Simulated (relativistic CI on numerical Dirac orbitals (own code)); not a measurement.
Radial parameters of Zn18+

These numbers are calculated, not measured: Dirac-Coulomb-Breit CI, orbitals from a KLI potential per configuration, a model potential for QED, unscaled Slater integrals (own radial code, finite nucleus).

Slater integrals F^k, G^k are unscaled and averaged over j, outside the closed core [Ne]; ζ comes from projecting the Hamiltonian with its Breit term on Σ l·s of the shell.

- 3s 3p: G^1(3s,3p) = 230480, ζ(3p) = 27606 cm⁻¹; <r>(3s) = 0.564, <r^2>(3s) = 0.3613, <r>(3p) = 0.553, <r^2>(3p) = 0.3519 (bohr units).
- 3p2: F^2(3p,3p) = 180100, ζ(3p) = 27580 cm⁻¹; <r>(3p) = 0.554, <r^2>(3p) = 0.3532 (bohr units).
- 3s 3d: G^2(3s,3d) = 149550, ζ(3d) = 2608.7 cm⁻¹; <r>(3s) = 0.5646, <r^2>(3s) = 0.3621, <r>(3d) = 0.5016, <r^2>(3d) = 0.291 (bohr units).

Averages of the first 10 configurations, taken without configuration mixing, which lowers the lowest level and can move excited configurations by several eV; other configurations of the list can lie among them:

```json
{"Configuration": "3s2", "Parity": "even", "States": "1", "Average energy above the lowest level (eV)": "2.7"}
{"Configuration": "3s 3p", "Parity": "odd", "States": "12", "Average energy above the lowest level (eV)": "45.0"}
{"Configuration": "3p2", "Parity": "even", "States": "15", "Average energy above the lowest level (eV)": "95.1"}
{"Configuration": "3s 3d", "Parity": "even", "States": "20", "Average energy above the lowest level (eV)": "110.2"}
{"Configuration": "3d2", "Parity": "even", "States": "45", "Average energy above the lowest level (eV)": "221.5"}
{"Configuration": "3p 3d", "Parity": "odd", "States": "60", "Average energy above the lowest level (eV)": "156.9"}
{"Configuration": "3p 4s", "Parity": "odd", "States": "12", "Average energy above the lowest level (eV)": "378.2"}
{"Configuration": "3d 4s", "Parity": "even", "States": "20", "Average energy above the lowest level (eV)": "439.4"}
{"Configuration": "3s 4s", "Parity": "even", "States": "4", "Average energy above the lowest level (eV)": "330.7"}
{"Configuration": "3s 4p", "Parity": "odd", "States": "12", "Average energy above the lowest level (eV)": "350.2"}
```
